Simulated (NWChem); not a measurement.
MoOClF3; SMILES [O]=[Mo]([F])([F])([F])[Cl]

All runs: NWChem. The geometry was optimised at PBE0/def2-SVP. No frequency run checked for a minimum. def2 effective core potentials on Mo; no spin-orbit coupling.

**Question.** Estimate the computed values for KT2/def2-SVP. Quantities: highest occupied level (eV); orbital gap (eV); dipole (D).

**Answer.** 
```yaml
highest occupied level (eV): -8.74
orbital gap (eV): 2.81
dipole (D): 0.50
```
